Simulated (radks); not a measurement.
The numbers below are computed, except where a source is named.
Species: Sn4+. Configuration: [Kr] 5s(up 0.5, down 0.5) 4d(up 4.75, down 4.25) (fractional occupations, a model configuration). Code: a radial shooting solver on a logarithmic mesh with Libxc functionals. Model: scalar-relativistic Kohn-Sham, SCAN, spin-polarised, spherical densities, finite nucleus; meta-GGA in the generalised Kohn-Sham scheme; Fermi nuclear charge, rms radius 4.6519 fm.

X-ray form factor f0, the Fourier transform of the density (f0(0) = 46):

| sin(theta)/lambda (1/angstrom) | f0 (electrons) |
|---|---|
| 0.05 | 45.544 |
| 0.1 | 44.249 |
| 0.15 | 42.299 |
| 0.2 | 39.933 |
| 0.25 | 37.376 |
| 0.3 | 34.803 |
| 0.4 | 30.047 |
| 0.5 | 26.133 |
| 0.6 | 23.111 |
| 0.8 | 19.067 |
| 1 | 16.356 |
| 1.25 | 13.479 |
| 1.5 | 10.910 |
| 2 | 7.350 |
